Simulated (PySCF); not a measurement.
Atom-mapped SMILES (the numbers label the heavy atoms): `[CH:1]#[C:2]/[C:3](=[CH:4]/[O:5][SiH3:6])[CH2:7][CH2:8][CH3:9]`. Each H is labelled by its parent atom.

- shielding tensors at PBE0/pcSseg-1 (GIAO)
- GFN2-xTB structure
- program: PySCF
- averaged over atoms made equivalent by symmetry, fast rotation or ring inversion, one conformer, non-relativistic, in vacuum

Shifts are taken against calculated references (same method and geometry level): TMS for ¹³C (σref 186.93).

Q: Do the ¹³C shifts follow the atomic charges (in e)? Tabulate both.

A: 
```json
{"atoms": "C4", "hybridisation": "sp2", "δ (ppm)": "154.1", "σ para (ppm)": "-216", "Hirshfeld": "+0.04", "IAO": "+0.06", "Mulliken": "+0.32", "ESP-fitted": "-0.11"}
{"atoms": "C3", "hybridisation": "sp2", "δ (ppm)": "115.1", "σ para (ppm)": "-187", "Hirshfeld": "-0.01", "IAO": "-0.06", "Mulliken": "-0.47", "ESP-fitted": "-0.13"}
{"atoms": "C2", "hybridisation": "sp", "δ (ppm)": "87.8", "σ para (ppm)": "-152", "Hirshfeld": "-0.04", "IAO": "-0.03", "Mulliken": "+0.43", "ESP-fitted": "-0.00"}
{"atoms": "C1", "hybridisation": "sp", "δ (ppm)": "86.1", "σ para (ppm)": "-159", "Hirshfeld": "-0.12", "IAO": "-0.26", "Mulliken": "-0.39", "ESP-fitted": "-0.42"}
{"atoms": "C7", "hybridisation": "sp3", "δ (ppm)": "35.4", "σ para (ppm)": "-96", "Hirshfeld": "-0.07", "IAO": "-0.25", "Mulliken": "-0.10", "ESP-fitted": "+0.08"}
{"atoms": "C8", "hybridisation": "sp3", "δ (ppm)": "27.4", "σ para (ppm)": "-89", "Hirshfeld": "-0.07", "IAO": "-0.24", "Mulliken": "-0.28", "ESP-fitted": "+0.23"}
{"atoms": "C9", "hybridisation": "sp3", "δ (ppm)": "17.3", "σ para (ppm)": "-75", "Hirshfeld": "-0.12", "IAO": "-0.42", "Mulliken": "-0.27", "ESP-fitted": "-0.39"}
```

Correlation coefficients of δ with charge over these carbons: Hirshfeld +0.75, IAO +0.88, Mulliken +0.38, ESP-fitted -0.15; with the paramagnetic shielding -1.00. With so few points, grouped by hybridisation, these coefficients are fragile. Charge is one influence among several: hybridisation and low-lying excitations act through the paramagnetic term.

Shifts are as computed. Against solution values, carbons near 30 ppm lie about +3 ppm off and those near 130 ppm about +5 ppm. Of 1211 compounds with measured shifts, 218 miss one by over three times the rms of a fit or turn the order of signals round; such compounds aren't used in these exercises.
